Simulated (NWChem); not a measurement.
Everything below was run with NWChem. System: O2Zr, charge 0, spin multiplicity 1, at a geometry optimised with B3LYP/def2-SVP with def2 effective core potentials on Zr. The structure started from a generated list of species. Level: RHF/def2-TZVPD with def2 effective core potentials on Zr.

Input file:

```
start mol
memory heap 200 mb stack 900 mb global 1100 mb
geometry units angstroms nocenter noautoz
  Zr     0.000000     0.000000     0.296726
  O     -1.439306     0.000000    -0.741816
  O      1.439306     0.000000    -0.741816
  symmetry group C2v
end
basis spherical
  * library def2-tzvpd
end
ecp
  Zr library def2-ecp
end
scf
  rhf
  nopen 0
  maxiter 100
  thresh 1e-7
  semidirect memsize 60000000 filesize 0
end
task scf energy
```

NWChem printed:

```
             Northwest Computational Chemistry Package (NWChem) 7.3.0
             --------------------------------------------------------

                                NWChem Input Module
                                -------------------

 Scaling coordinates for geometry "geometry" by  1.889725989
 (inverse scale =  0.529177249)

 Turning off AUTOSYM since
 SYMMETRY directive was detected!

                             Geometry "geometry" -> ""
                             -------------------------

 Output coordinates in angstroms (scale by  1.889725989 to convert to a.u.)

  No.       Tag          Charge          X              Y              Z
 ---- ---------------- ---------- -------------- -------------- --------------
    1 Zr                  40.0000     0.00000000     0.00000000     0.29672600
    2 O                    8.0000    -1.43930600     0.00000000    -0.74181600
    3 O                    8.0000     1.43930600     0.00000000    -0.74181600

 Effective nuclear repulsion energy (a.u.)     202.5808433647

            Nuclear Dipole moment (a.u.)
            ----------------------------
        X                 Y               Z
 ---------------- ---------------- ----------------
     0.0000000000     0.0000000000    -0.0000302356

      Symmetry information
      --------------------

 Group name             C2v
 Group number             16
 Group order               4
 No. of unique centers     2

      Symmetry unique atoms

     1    2


 Summary of "ao basis" -> "" (spherical)
 ------------------------------------------------------------------------------
       Tag                 Description            Shells   Functions and Types
 ---------------- ------------------------------  ------  ---------------------
 *                         def2-tzvpd                 on all atoms

 Summary of "ao basis" -> "ao basis" (spherical)
 ------------------------------------------------------------------------------
       Tag                 Description            Shells   Functions and Types
 ---------------- ------------------------------  ------  ---------------------
[...]
              MO Center= -2.2D-14,  6.9D-16, -6.8D-01, r^2= 2.8D+00
   Bfn.  Coefficient  Atom+Function         Bfn.  Coefficient  Atom+Function
  ----- ------------  ---------------      ----- ------------  ---------------
    49      0.302472  2 O  pz                89     -0.302472  3 O  pz
    52      0.280867  2 O  pz                92     -0.280867  3 O  pz
    55      0.232274  2 O  pz                95     -0.232274  3 O  pz
     7      0.183225  1 Zr px

 Vector   15  Occ=0.000000D+00  E=-4.559492D-02  Symmetry=a1
              MO Center= -1.7D-13, -2.3D-14,  1.9D+00, r^2= 5.4D+00
   Bfn.  Coefficient  Atom+Function         Bfn.  Coefficient  Atom+Function
  ----- ------------  ---------------      ----- ------------  ---------------
     6      0.831535  1 Zr s                 18      0.507138  1 Zr pz
     5      0.360423  1 Zr s                 15      0.187031  1 Zr pz
     3     -0.179715  1 Zr s                 46     -0.166921  2 O  s
    86     -0.166921  3 O  s

 Vector   16  Occ=0.000000D+00  E= 9.089737D-03  Symmetry=b2
              MO Center=  2.3D-13,  1.4D-14,  1.2D+00, r^2= 9.3D+00
   Bfn.  Coefficient  Atom+Function         Bfn.  Coefficient  Atom+Function
  ----- ------------  ---------------      ----- ------------  ---------------
    17      1.065247  1 Zr py                57     -0.260237  2 O  py
    97     -0.260237  3 O  py                30      0.231630  1 Zr d -1
    14      0.208823  1 Zr py                20      0.179726  1 Zr d -1

 Vector   17  Occ=0.000000D+00  E= 3.690427D-02  Symmetry=a1
              MO Center=  1.5D-13,  1.9D-14,  6.2D-01, r^2= 7.5D+00
   Bfn.  Coefficient  Atom+Function         Bfn.  Coefficient  Atom+Function
  ----- ------------  ---------------      ----- ------------  ---------------
    18      0.968779  1 Zr pz                 6     -0.347472  1 Zr s
     5      0.336325  1 Zr s                 33      0.308292  1 Zr d  2
    58     -0.304748  2 O  pz                98     -0.304748  3 O  pz
    15     -0.241566  1 Zr pz                31      0.242137  1 Zr d  0
    23      0.186737  1 Zr d  2               3      0.185779  1 Zr s

 center of mass
 --------------
 x =   0.00000000 y =   0.00000000 z =   0.04567781

 moments of inertia (a.u.)
 ------------------
          90.877276847022           0.000000000000           0.000000000000
           0.000000000000         327.532306830957           0.000000000000
           0.000000000000           0.000000000000         236.655029983935

  Mulliken analysis of the total density
  --------------------------------------

    Atom       Charge   Shell Charges
 -----------   ------   -------------------------------------------------------
    1 Zr  12    10.16   0.03 -0.36  1.61  0.74  0.06 -0.00  5.12  0.84  0.04 -0.01  1.07  0.83  0.06  0.13
    2 O    8     8.92   0.79  1.18  0.58  0.96  0.42  0.03  1.78  2.00  1.07  0.08  0.00  0.02 -0.00  0.00
    3 O    8     8.92   0.79  1.18  0.58  0.96  0.42  0.03  1.78  2.00  1.07  0.08  0.00  0.02 -0.00  0.00

       Multipole analysis of the density wrt the origin
       ------------------------------------------------

     L   x y z        total         open         nuclear
     -   - - -        -----         ----         -------
     0   0 0 0     -0.000000      0.000000     28.000000

     1   1 0 0     -0.000000      0.000000      0.000000
     1   0 1 0     -0.000000      0.000000      0.000000
     1   0 0 1      3.721740      0.000000    -15.700494

     2   2 0 0    -34.739775      0.000000    118.365170
     2   1 1 0     -0.000000      0.000000      0.000000
     2   1 0 1      0.000000      0.000000      0.000000
     2   0 2 0    -19.383128      0.000000      0.000000
     2   0 1 1      0.000000      0.000000      0.000000
     2   0 0 2    -22.046954      0.000000     35.215020

 Task  times  cpu:        2.0s     wall:        2.0s

 Total times  cpu:        2.0s     wall:        2.0s
```
